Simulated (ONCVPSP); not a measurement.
**Potentials for zinc compared**

Generated with ld1.x 7.5 (TM, RRKJ, ultrasoft, PAW), atompaw 4.2 or ONCVPSP 4.0.1. The cutoff is in Ry: for ld1.x and atompaw files where the sum of valence levels is converged to 10 mRy in a Bessel basis, for ONCV files where the hardest occupied wave has 1 mHa per electron of residual kinetic energy. The error is the largest all-electron minus pseudo excitation energy over each file’s own four to seven test configurations (ionisations up to +4, promotions, holes and added fractions of an electron), all of which were solved. The labels leave out finer settings (local radius, basis sizes, second energies), which also bear on the numbers. Spin-polarised tests are not counted. The rows are a selection from randomly drawn settings: files with unsolved tests, undetermined cutoffs or missed reference levels are left out.

A true bound ghost makes a file unfit for plane-wave use even where its test errors are small: the radial tests pick states by their node count and pass the ghost by.

```csv
potential,cutoff (Ry),largest error (meV),bound ghosts
"ONCV, PBEsol, scalar-relativistic, rc 1.30/1.05/1.25 (spd), local smoothed, core correction no, reference 3s2 3p6 3d10 4s2, qcut 8.9/13.8/10.7, projectors 2/2/2",107,+47,none
"ONCV, LDA (Perdew-Zunger), scalar-relativistic, rc 1.15/0.70/0.80/0.95 (spdf), local smoothed, core correction no, reference 3s2 3p6 3d10, qcut 9.7/13.2/18.9/12.6, projectors 2/2/1/2",283,+18,none
"ONCV, PBE, scalar-relativistic, rc 1.10/0.95/1.40 (spd), local smoothed, core correction yes, reference 3s2 3p6 3d10 4s2, qcut 13.1/14.5/13.7, projectors 2/2/2",126,+6.5,none
"ONCV, PBE, scalar-relativistic, rc 2.00/2.10/1.25 (spd), local smoothed, core correction yes, reference 3d10 4s2, qcut 2.6/4.2/11.9, projectors 2/1/2",127,-291,none
"ONCV, PBE, scalar-relativistic, rc 1.35/1.00/0.70 (spd), local d, core correction no, reference 3s2 3p6 3d10 4s2, qcut 11.4/16.3/12.8, projectors 2/3/0",1233,-42,s
```

Question: Fill in the row for Zn: ONCV, LDA (Perdew-Wang 92), scalar-relativistic, rc 1.25/0.80/0.90 (spd), local smoothed, core correction yes, reference 3s2 3p6 3d10 4s2, qcut 7.3/16.2/15.9, projectors 2/1/2.

Answer: cutoff 216 Ry, largest error -10 meV, bound ghosts: none.

Question: Fill in the row for Zn: ONCV, PBEsol, scalar-relativistic, rc 1.35/0.65/1.35 (spd), local smoothed, core correction yes, reference 3s2 3p6 3d10 4s1.5, qcut 10/12.1/13.9, projectors 2/2/3.

Answer: cutoff 174 Ry, largest error +186 meV, bound ghosts: none.
